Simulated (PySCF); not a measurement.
## Correlation energy of Sb⁺ (antimony, charge +1)

[Kr] 4d10 5s1 5p3, high-spin 5S determinant (an excited configuration). All numbers are calculated (PySCF 2.14, the spin-free X2C one-electron Hamiltonian (Gaussian nucleus), in x2c-TZVPPall (8s6p4d2f, 60 functions)). Frozen: [Ar] 3d10; 22 electrons correlated.

```json
{"level": "CCSD", "correlation energy (mhartree)": "-310.51"}
{"level": "(T)", "correlation energy (mhartree)": "-4.79"}
{"level": "CCSD(T)", "correlation energy (mhartree)": "-315.30"}
```

Diagnostics: T1 = 0.0059, D1 = 0.0124, largest double amplitude 0.042.

Cost of the coupled-cluster step: about 11 core-seconds, for 22 correlated electrons.

Iterations:

```
CC2 = 0
CCSD nocc = (np.int64(13), np.int64(9)), nmo = (46, 46)
frozen orbitals [[0, 1, 2, 3, 4, 5, 6, 7, 8, 9, 10, 11, 12, 13], [0, 1, 2, 3, 4, 5, 6, 7, 8, 9, 10, 11, 12, 13]]
max_cycle = 100
direct = 0
conv_tol = 1e-08
conv_tol_normt = 1e-06
diis_space = 8
diis_start_cycle = 0
Init t2, MP2 energy = -0.319866184033535
Init E_corr(UCCSD) = -0.319866184060844
cycle = 1  E_corr(UCCSD) = -0.304295333908234  dE = 0.0155708502  norm(t1,t2) = 0.0440596
cycle = 2  E_corr(UCCSD) = -0.310431687167708  dE = -0.00613635326  norm(t1,t2) = 0.0095592
cycle = 3  E_corr(UCCSD) = -0.310187413848975  dE = 0.000244273319  norm(t1,t2) = 0.00282567
cycle = 4  E_corr(UCCSD) = -0.310510150827969  dE = -0.000322736979  norm(t1,t2) = 0.000828656
cycle = 5  E_corr(UCCSD) = -0.310510745775865  dE = -5.94947896e-07  norm(t1,t2) = 7.94889e-05
cycle = 6  E_corr(UCCSD) = -0.310507593764905  dE = 3.15201096e-06  norm(t1,t2) = 1.39758e-05
cycle = 7  E_corr(UCCSD) = -0.310507848511618  dE = -2.54746713e-07  norm(t1,t2) = 2.23633e-06
cycle = 8  E_corr(UCCSD) = -0.310507891768603  dE = -4.32569845e-08  norm(t1,t2) = 2.88853e-07
cycle = 9  E_corr(UCCSD) = -0.310507884327821  dE = 7.44078127e-09  norm(t1,t2) = 5.39116e-08
UCCSD converged
E(UCCSD) = -6477.794430381892  E_corr = -0.3105078843278214
UCCSD(T) correction = -0.00479348859709479
```

This basis was not built for core-valence correlation, so the inner-shell part is incomplete.
